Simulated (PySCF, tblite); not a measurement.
Dissociation curve of H₂OSi, SMILES O=[SiH2]. The O1–Si2 bond (O1 also carries nothing else; Si2 carries H, H) is pulled apart rigidly from the PBE0/def2-TZVP optimised geometry.

- GFN2-xTB, 300 K electronic temperature (tblite)
- UCCSD = CCSD on UHF/cc-pVDZ, 6 core orbitals frozen run with PySCF
- UMP2 = MP2 on UHF/cc-pVDZ, 6 core orbitals frozen (PySCF)

Energies are in kcal/mol, each relative to the lowest point of its own curve near equilibrium.

```
R / Å  GFN2-xTB  UCCSD   UMP2
-----  --------  -----  -----
1.13      372.7  255.1  259.3
1.22      157.5  128.8  132.5
1.29       71.2   69.1   72.2
1.37       21.8   28.4   30.8
1.44        3.9    9.4   11.0
1.45        2.6    7.7    9.1
1.52        0.0    0.7    1.2
1.56        2.1    0.0    0.0
1.61        7.3    1.7    1.1
1.67       16.0    6.8   25.0
1.77       33.8   19.5   46.1
1.89       57.6   38.4   65.6
2.04       87.4   62.8   89.3
2.30      134.1   97.7      —
2.49      161.8  115.0      —
2.70      185.3  126.1      —
3.04      209.5  133.1      —
3.35      221.6  135.1      —
3.73      229.4  135.9      —
4.10          —  136.1      —
4.59          —  136.3      —
5.36          —  136.4      —
```

A dash means that the run gave no value there, or that the column was ended at a point which the program doubted or which failed a test of continuity chosen for this set; such a test can also cut sound points.

The unrestricted solution behind UCCSD, UMP2 changes between 2.04 and 2.30 Å, which can leave a kink. The unrestricted determinant behind UCCSD, UMP2 is spin-contaminated at 1.67 to 5.36 Å (<S²> up to 2.0, against 0.00 for a pure singlet).
